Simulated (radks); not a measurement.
Values are calculated unless marked as measured or tabulated.
Task: The mean radii <r> (bohr) of the occupied orbitals of an atom or ion are listed with their occupations. Code: a radial shooting solver on a logarithmic mesh with Libxc functionals. Model: scalar-relativistic Kohn-Sham, BLYP, spin-polarised, spherical densities, finite nucleus; Fermi nuclear charge, rms radius of each element as measured or else 0.836 A^(1/3) + 0.57 fm.

orbital  occ.      <r>
1s          2  0.03706
2s          2   0.1625
2p          6   0.1416
3s          2   0.4546
3p          6   0.4564
3d         10   0.4407

Name the element and its charge. Open shells, if any, are filled with parallel spins first.

Result: Z = 40, zirconium, charge +12: Zr12+ in [Ar] 3d10. The 1s radius gives Z: for a bare nucleus <r> = (2 gamma + 1)/(2Z) with gamma = sqrt(1 - (Z/c)^2), 0.03641 bohr for Z = 40, and screening makes it slightly larger (0.03706 here). The occupations add up to 28, and the charge is Z minus that.
